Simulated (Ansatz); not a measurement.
Cartesian coordinates in Å:
```
O -0.046 1.587 1.387
Si -0.513 0.565 0.203
C 0.546 -0.415 -0.910
N -0.090 -1.070 0.294
H 0.757 1.358 1.860
H -1.843 1.029 -0.229
H 1.634 -0.421 -0.893
H 0.148 -0.699 -1.885
H -0.593 -1.934 0.174
```

The species carries charge 0 and has multiplicity 1.

(1) List the PBE0/def2-TZVPP orbital energies in eV (the Gaussian-basis code of Ansatz). (Estimate.)

Answers

(1) Ansatz gave: Occupied: -1803.01, -522.96, -390.83, -278.49, -145.25, -99.93, -99.91, -99.90, -28.41, -24.62, -17.78, -15.84, -14.35, -12.49, -11.49, -10.77, -10.40, -9.41, -7.99, -6.85. Lowest empty: 0.74, 0.82, 1.53, 2.18, 2.27, 3.08, 3.61, 3.97.
